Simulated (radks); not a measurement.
Task: Isoelectronic series with 51 electrons, each ion in its NIST ground configuration. Method: scalar-relativistic Kohn-Sham, SCAN, spin-polarised, spherical densities, finite nucleus; open shells are filled with parallel spins first (spin-orbit coupling, left out, can overturn this in heavy ions); meta-GGA in the generalised Kohn-Sham scheme; Fermi nuclear charge, rms radius of each element as measured or else 0.836 A^(1/3) + 0.57 fm; computed with a radial shooting solver on a logarithmic mesh with Libxc functionals. Total energies (hartree) and orbital eigenvalues (hartree):

ion            configuration  E (hartree)      4f up    4d down      4d up    4p down
Pr8+   [Kr] 4d10 4f1 5s2 5p2   -9222.6295   -4.18593   -8.40862   -8.47496  -12.40883
Sm11+      [Kr] 4d10 4f3 5s2  -10394.8606   -6.81882  -11.64695  -11.79559  -16.18785
Eu12+      [Kr] 4d10 4f3 5s2  -10803.7278   -7.98572  -13.05040  -13.20640  -17.79239
Gd13+          [Kr] 4d10 4f5  -11221.0665   -8.68668  -13.85576  -14.11719  -18.76997
Tb14+          [Kr] 4d10 4f5  -11648.6524   -9.94884  -15.35408  -15.62678  -20.47706
Ho16+          [Kr] 4d10 4f5  -12531.4668  -12.68597  -18.56095  -18.85477  -24.11476
Er17+          [Kr] 4d10 4f5  -12986.8928  -14.15865  -20.26772  -20.57153  -26.04364
Tm18+          [Kr] 4d10 4f5  -13451.7922  -15.69958  -22.04248  -22.35599  -28.04507

Estimate the row of Dy15+ ([Kr] 4d10 4f5).

Result: E (hartree) -12085.3805; 4f up -11.28236; 4d down -16.92282; 4d up -17.20629; 4p down -22.25899.
